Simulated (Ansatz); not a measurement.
C4H10Cl2Si (SMILES CC(C)[Si](C)(Cl)Cl), singlet, geometry from GFN2-xTB, with bond 10-1 at 1.4 times its length; CASSCF(2,3)/STO-3G in Ansatz (a quantum-chemistry and plane-wave program).

Ansatz was given this input:
Ansatz 0.2 input:
```yaml
crystal:
  periodic: [false, false, false]
  atoms:
    - {symbol: C, position_ang: [-0.64888451, 2.23685164, -1.14720436]}
    - {symbol: C, position_ang: [-0.98637679, 1.23936174, -0.03771391]}
    - {symbol: C, position_ang: [-2.32580803, 0.56246272, -0.33756151]}
    - {symbol: Si, position_ang: [0.41963534, -0.04340823, 0.21458360]}
    - {symbol: C, position_ang: [2.09956028, 0.76889249, 0.57989321]}
    - {symbol: Cl, position_ang: [-0.07323815, -1.25762205, 1.77215872]}
    - {symbol: Cl, position_ang: [0.58779103, -1.18314037, -1.45959852]}
    - {symbol: H, position_ang: [-0.51164522, 1.72174001, -2.09510862]}
    - {symbol: H, position_ang: [0.26200390, 2.78409467, -0.91780903]}
    - {symbol: H, position_ang: [-1.78125505, 3.24309486, -1.31249386]}
    - {symbol: H, position_ang: [-1.10511681, 1.80611271, 0.89220398]}
    - {symbol: H, position_ang: [-3.11175647, 1.30899432, -0.43727509]}
    - {symbol: H, position_ang: [-2.27056622, 0.00088570, -1.26758359]}
    - {symbol: H, position_ang: [-2.60399839, -0.12161540, 0.46073254]}
    - {symbol: H, position_ang: [2.45246477, 1.34743083, -0.26808565]}
    - {symbol: H, position_ang: [2.03989917, 1.43412944, 1.43583279]}
    - {symbol: H, position_ang: [2.85319671, 0.01789588, 0.80018641]}
basis:
  gaussian:
    orbitals: STO-3G
hamiltonian:
  xc: hf
magnetization: {spin_polarized: false}
correlation: {active_space: {window: {electrons: 2, orbitals: 3}}}
```

The log (banner, timings and long lists left out):

```
Functional definition: HF
725 factors; integrals over basis functions are off by at most 3.4e-5 eV
mean field evaluation 1: about -36740.3087 eV, gradient 2.4e1 eV
mean field evaluation 2: about -36740.5701 eV, gradient 2.4e1 eV
mean field evaluation 4: about -36743.3014 eV, gradient 1.4e0 eV
mean field evaluation 8: about -36743.3112 eV, gradient 2.8e-4 eV
mean field -36743.31115641 eV, -1350.2917794874 hartree, gradient 3.1e-6 eV, S^2 0.000000; 0 other end points of the search recorded, 0 dependent functions left out
reference -36743.31115641 eV, -1350.2917794874 hartree; 41, 41 occupied and 16, 16 virtual orbitals, 725 factors
state -36744.39553473 eV, -1350.3316296556 hartree
Total energy: -36744.39553473 eV, -1350.3316296556 hartree
```
